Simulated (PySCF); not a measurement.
# Zn⁺ (zinc, charge +1) across methods

[Ar] 3d9 4s2, 2D determinant (an excited configuration). Calculation: PySCF 2.14, in aug-cc-pVQZ-PP with ECP10MDF; a scalar-relativistic core potential.

| method | E (hartree) | mean ε 3d β (eV) | mean ε 4s α (eV) | mean ε 4s β (eV) | Σ⟨r²⟩ (bohr²) | ⟨S²⟩ |
| --- | --- | --- | --- | --- | --- | --- |
| UHF | -225.43055 | -37.493 | -18.663 | -18.391 | 25.40 | 0.752 |
| PBE | -226.4861 | -25.937 | -15.963 | -15.741 | 24.87 | 0.751 |
| LDA | -226.0761 | -26.056 | -16.302 | -16.085 | 24.75 | 0.751 |
| BHandHLYP | -226.3454 | -32.131 | -17.733 | -17.526 | 24.99 | 0.751 |
| PBE0 | -226.4397 | -29.055 | -16.843 | -16.616 | 24.89 | 0.751 |
| MN15 | -226.8164 | -31.133 | -17.446 | -17.291 | 25.25 | 0.752 |
| TPSSh | -226.4035 | -27.209 | -16.260 | -16.033 | 24.86 | 0.751 |

Task: Estimate the same row for r2SCAN.

Result: E (hartree) = -226.3797; mean ε 3d β (eV) = -26.262; mean ε 4s α (eV) = -16.283; mean ε 4s β (eV) = -16.052; Σ⟨r²⟩ (bohr²) = 24.77; ⟨S²⟩ = 0.751.

Energies and moments cover only the electrons outside the core potential.
